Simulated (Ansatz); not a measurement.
Swapping H for NH2 on Sn: the atomisation energy

On one Sn centre, n of the H ligands are replaced by NH2. The atomisation energy (no zero-point term) y in kJ/mol at CCSD(T)/def2-TZVPP. Shapes, held fixed at every level: PBE0-D4/def2-TZVP. Flexible molecules stand in one conformer, not always the lowest. Programs: Ansatz 0.2.0.

```
  molecule  n  y (kJ/mol)
      SnH4  0        1088
 SnH3(NH2)  1           ?
SnH2(NH2)2  2        2546
 SnH(NH2)3  3        3287
  Sn(NH2)4  4        4037
```

Problem. Fit y = c + s·n to the known rows and predict SnH3(NH2).

Solution. 
1. Means of the 4 rows: n = 2.25000, y = 2739.5.
2. Σ(Δn)² = 8.75, Σ(Δn·Δy) = 6445.5, so the slope is 6445.5/8.75 = 736.63.
3. Intercept: 2739.5 − (736.63) × 2.25000 = 1082.1. The largest residual of the fit is 9.4.
4. SnH3(NH2): 1082.1 + (736.63) × 1 = 1819 kJ/mol.

The run gave 1810 kJ/mol, so the prediction is off by +9 kJ/mol, within the scatter of the fit. The steps per swap are +722, +736, +741, +750 kJ/mol. The slope is the difference between a Sn–NH2 and a Sn–H bond with the ligands’ own bonds. Other levels give for SnH3(NH2): PBE-D4/def2-TZVPP 1846; PBE0-D4/def2-TZVPP 1818; CCSD(T)/def2-SVP 1692 kJ/mol. For atoms past krypton def2 sets carry core potentials with scalar relativity. Correlated rows may include outer-core shells of Sn, which these sets cover unevenly.
